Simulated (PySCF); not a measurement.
C3H2BF3.
SMILES: `BC#CC(F)(F)F`

Jobs on this species (9 atoms, 52 electrons) with PySCF (density fitting). Hardware of each: an Arm Neoverse N1 with one thread, shared host. Other jobs ran on the host; a repeat could differ by tens of per cent or more. Peak memory is the resident size of the whole Python process, interpreter and libraries included.

```csv
level and settings,work,basis functions,SCF cycles,wall time,peak memory
"delta-SCF UKS PBE0, pcX-2 on the ionised atom, pcseg-1 elsewhere, spin-free X2C","ΔSCF core ionisation, 5 holes",139,?,?,?
"delta-SCF UKS SCAN, pcX-2 on the ionised atom, pcseg-1 elsewhere, non-relativistic","ΔSCF core ionisation, 5 holes",139,?,?,?
"delta-SCF UKS PBE, pcX-2 on the ionised atom, pcseg-1 elsewhere, spin-free X2C","ΔSCF core ionisation, 5 holes",139,?,?,?
"delta-SCF UKS SCAN, pcX-2 on the ionised atom, pcseg-1 elsewhere, spin-free X2C","ΔSCF core ionisation, 5 holes",139,106,38 s,0.45 GiB
"delta-SCF UKS SCAN, pcX-1 on the ionised atom, pcseg-1 elsewhere, spin-free X2C","ΔSCF core ionisation, 5 holes",118,102,30 s,0.54 GiB
"PBE0-D3(BJ)/def2-SVP, grid level 1",geometry optimisation from a GFN2-xTB start shaken at random,108,58,46 s,0.43 GiB
"delta-SCF UKS B3LYP, pcX-2 on the ionised atom, pcseg-1 elsewhere, spin-free X2C","ΔSCF core ionisation, 5 holes",139,87,48 s,0.61 GiB
"delta-SCF UKS SCAN, def2-TZVP on the ionised atom, pcseg-1 elsewhere, spin-free X2C","ΔSCF core ionisation, 5 holes",125,103,34 s,0.54 GiB
```

Q: Fill in the missing figures.

A: 
- delta-SCF UKS PBE0, pcX-2 on the ionised atom, pcseg-1 elsewhere, spin-free X2C; ΔSCF core ionisation, 5 holes: 47 s, 0.54 GiB, 87 SCF cycles
- delta-SCF UKS SCAN, pcX-2 on the ionised atom, pcseg-1 elsewhere, non-relativistic; ΔSCF core ionisation, 5 holes: 37 s, 0.54 GiB, 106 SCF cycles
- delta-SCF UKS PBE, pcX-2 on the ionised atom, pcseg-1 elsewhere, spin-free X2C; ΔSCF core ionisation, 5 holes: 23 s, 0.54 GiB, 94 SCF cycles

Q: What do all jobs in the table cost together?

A: About 5.0 min; the longest takes about 16 % of that, and about 2.1 times as long as the shortest.
